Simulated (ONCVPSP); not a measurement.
# selenium (Se): excitation energies, all-electron against ONCV

* Element: selenium
* Generator: ONCVPSP 4.0.1
* Type: optimised norm-conserving Vanderbilt (ONCV)
* Functional: LDA (Perdew-Wang 92)
* Relativity: scalar-relativistic
* Frozen core: [Ar] 3d10
* Valence charge: 6
* Reference configuration: 4s2 4p4
* Partial waves: 4s: rc 1.35 bohr, ncon 3, nbas 6, qcut 4.8 1/bohr, 1 projector; 4p: rc 1.35 bohr, ncon 4, nbas 9, qcut 6.7 1/bohr, local
* Local potential: the p channel
* Core correction: none

Energies are relative to the spin-unpolarised reference configuration 4s2 4p4; without spin polarisation the order of configurations can differ from experiment.

Give the all-electron excitation energy and the error of the potential for: 4s2 4p3; 4s2 4p2; 4s2 4p1; 4s1 4p5.

```tsv
valence configuration	charge	ΔE all-electron (eV)	error AE − PS (meV)
4s2 4p3	+1	11.004	+1.7
4s2 4p2	+2	31.558	+16
4s2 4p1	+3	62.711	+60
4s1 4p5	0	10.942	+6.3
```

Note: ghosts flagged at negative energy: s at -917.3 eV; no localised positive-energy state flagged. A true bound ghost makes a file unfit for plane-wave use.
